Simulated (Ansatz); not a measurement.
Harmonic frequencies (cm⁻¹) at PBE0-D4/def2-TZVP from Ansatz: 90, 152, 275, 360, 373, 494, 632, 652, 710, 758, 796, 882, 1038, 1151, 1196, 1335, 1474, 2651, 3071, 3132, 3893.

Each molecule was computed in one conformer, which needn't be the lowest.

Task: Which molecule is it?
A. `[NH2][Al]([OH])[CH]=O`
B. `SB[O][AlH][Cl]`
C. `[OH][Ga]1[BH]O[CH2]1`
D. `[NH2][Ga]([F])[C]1(F)BN1`

Result: C.
